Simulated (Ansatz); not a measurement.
Input for Ansatz (a quantum-chemistry and plane-wave program): U-PBE0/def2-TZVPP on HfTe, 2S+1 = 7, a spin state set in the input, which need not be the lowest. Elements past Kr take the def2 small-core potentials; no spin–orbit coupling.

Ansatz 0.2 input:
```yaml
crystal:
  periodic: [false, false, false]
  atoms:
    - {symbol: Hf, position_ang: [0.00000000, 0.00000000, 0.00000000]}
    - {symbol: Te, position_ang: [0.00000000, 0.00000000, 2.97300000]}
basis:
  gaussian:
    orbitals: def2-TZVPP
hamiltonian:
  xc: {name: PBE0}
magnetization: {spin_polarized: true, initial_magnetization: 6}
relax: {f_tol: 0.002, max_steps: 120}
```

It printed:

```
WARN ansatz: RAYON_NUM_THREADS=1 ignored (pool sized by the plan → 1); use --threads N
Functional definition: PBE0
integrals: 0.03 GiB planned
842 factors; their error is unknown
mean field: 0.42 GiB planned
mean field evaluation 1: about -8591.2591 eV, gradient 1.6e1 eV
mean field evaluation 2: about -8590.2530 eV, gradient 2.1e1 eV
mean field evaluation 4: about -8593.4302 eV, gradient 1.1e0 eV
mean field evaluation 8: about -8593.4387 eV, gradient 2.3e-2 eV
mean field evaluation 16: about -8593.6052 eV, gradient 2.6e-4 eV
mean field evaluation 32: about -8593.4894 eV, gradient 2.0e0 eV
mean field -8593.60516351 eV, -315.8091648044 hartree, gradient 7.6e-6 eV, S^2 12.005706; 2 other end points of the search recorded, 0 dependent functions left out
the calculation of the forces begins
reference -8593.60519024 eV, -315.8091657866 hartree; 21, 15 occupied and 85, 91 virtual orbitals, 842 factors
relax step   1: F+E_penalty+E_count = -8593.60516351 eV  Δ(F+E_penalty+E_count) = +0.000e0 eV  max|allowed force component| = 7.693e-1 eV/Å  Δτ_max = 0.0000 Å  (91 SCF iters, accepted)
these checks for a lower state are left out or cut short: starts, cluster_reference, orbital_swaps, neighbouring_geometries, increment
integrals: 0.03 GiB planned
842 factors; their error is unknown
mean field: 0.42 GiB planned
mean field -8593.66543701 eV, -315.8113798143 hartree, gradient 4.6e-6 eV, S^2 12.005577; 0 other end points of the search recorded, 0 dependent functions left out
the calculation of the forces begins
reference -8593.66546404 eV, -315.8113808080 hartree; 21, 15 occupied and 85, 91 virtual orbitals, 842 factors
relax step   2: F+E_penalty+E_count = -8593.66543701 eV  Δ(F+E_penalty+E_count) = -6.027e-2 eV  max|allowed force component| = 3.325e-1 eV/Å  Δτ_max = 0.0563 Å  (67 SCF iters, accepted)
these checks for a lower state are left out or cut short: starts, cluster_reference, orbital_swaps, neighbouring_geometries, increment
integrals: 0.03 GiB planned
842 factors; their error is unknown
mean field: 0.42 GiB planned
mean field evaluation 64: about -8593.6863 eV, gradient 3.5e-6 eV
mean field -8593.68629690 eV, -315.8121464013 hartree, gradient 3.4e-6 eV, S^2 12.005467; 0 other end points of the search recorded, 0 dependent functions left out
the calculation of the forces begins
reference -8593.68632430 eV, -315.8121474083 hartree; 21, 15 occupied and 85, 91 virtual orbitals, 842 factors
relax step   3: F+E_penalty+E_count = -8593.68629690 eV  Δ(F+E_penalty+E_count) = -2.086e-2 eV  max|allowed force component| = 2.575e-2 eV/Å  Δτ_max = 0.0628 Å  (67 SCF iters, accepted)
these checks for a lower state are left out or cut short: starts, cluster_reference, orbital_swaps, neighbouring_geometries, increment
integrals: 0.03 GiB planned
842 factors; their error is unknown
mean field: 0.42 GiB planned
mean field -8593.68647647 eV, -315.8121530003 hartree, gradient 2.8e-6 eV, S^2 12.005456; 0 other end points of the search recorded, 0 dependent functions left out
the calculation of the forces begins
reference -8593.68650392 eV, -315.8121540091 hartree; 21, 15 occupied and 85, 91 virtual orbitals, 842 factors
relax step   4: F+E_penalty+E_count = -8593.68647647 eV  Δ(F+E_penalty+E_count) = -1.796e-4 eV  max|allowed force component| = 2.998e-3 eV/Å  Δτ_max = 0.0080 Å  (63 SCF iters, accepted)
these checks for a lower state are left out or cut short: starts, cluster_reference, orbital_swaps, neighbouring_geometries, increment
integrals: 0.03 GiB planned
842 factors; their error is unknown
mean field: 0.42 GiB planned
mean field -8593.68647905 eV, -315.8121530953 hartree, gradient 6.4e-6 eV, S^2 12.005457; 0 other end points of the search recorded, 0 dependent functions left out
the calculation of the forces begins
reference -8593.68650650 eV, -315.8121541039 hartree; 21, 15 occupied and 85, 91 virtual orbitals, 842 factors
relax step   5: F+E_penalty+E_count = -8593.68647905 eV  Δ(F+E_penalty+E_count) = -2.585e-6 eV  max|allowed force component| = 9.330e-5 eV/Å  Δτ_max = 0.0008 Å  (64 SCF iters, accepted)
integrals: 0.03 GiB planned
842 factors; their error is unknown
mean field: 0.42 GiB planned
mean field evaluation 96: about -8593.6865 eV, gradient 2.8e-4 eV
mean field evaluation 128: about -8593.6865 eV, gradient 3.9e-5 eV
mean field -8593.68647905 eV, -315.8121530953 hartree, gradient 6.5e-6 eV, S^2 12.005457; 3 other end points of the search recorded, 0 dependent functions left out
the calculation of the forces begins
reference -8593.68650650 eV, -315.8121541039 hartree; 21, 15 occupied and 85, 91 virtual orbitals, 842 factors
Total energy: -8593.68650650 eV, -315.8121541039 hartree
Atom 0 at    -0.000000    -0.000000    -0.126270 Å, force    -0.000000    -0.000000     0.000093 eV/Å
Atom 1 at     0.000000     0.000000     3.099270 Å, force     0.000000     0.000000    -0.000093 eV/Å
Dipole moment:     0.000000    -0.000000     0.418365 e Å
```

The calculation finished and met its thresholds.

Cost: around 50 core-seconds (rough).
